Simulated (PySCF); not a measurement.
## Electron correlation in Ar(14+) (argon, charge +14)

Starting occupation: [He] 2s2. All numbers are calculated (PySCF 2.14, X2C-1e with screened-nucleus spin-orbit coupling, Gaussian nucleus, in an uncontracted even-tempered set (17 s from 0.58 bohr⁻², ratio 2.6; 11 p from 0.75 bohr⁻², ratio 2.6; 7 d from 0.77 bohr⁻², ratio 2.8; 4 f from 17 bohr⁻², ratio 2.8)). Frozen: nothing; 4 electrons correlated; the 28 highest virtual spinors left out.

MP2 pair energies summed by pair of shells (mhartree):

```csv
pair,energy,share (%)
2s1/2-2s1/2,-121.04,68.3
1s1/2-1s1/2,-41.58,23.5
1s1/2-2s1/2,-14.58,8.2
```

Total MP2 correlation energy: -177.21 mhartree.

The virtual space was cut to 50 spinors, which keep -164.58 of the -177.21 mhartree of MP2 correlation.

```
  level  correlation energy (mhartree)
   CCSD                        -256.53
    (T)                          -0.56
CCSD(T)                        -257.09
```

Diagnostics: T1 = 0.0014, largest double amplitude 0.141.

Cost of the coupled-cluster step: of the order of 12 core-seconds, for 4 occupied and 50 virtual spinors.

The coupled-cluster values are those of the cut space; adding the MP2 remainder, -12.63 mhartree, estimates the full space.
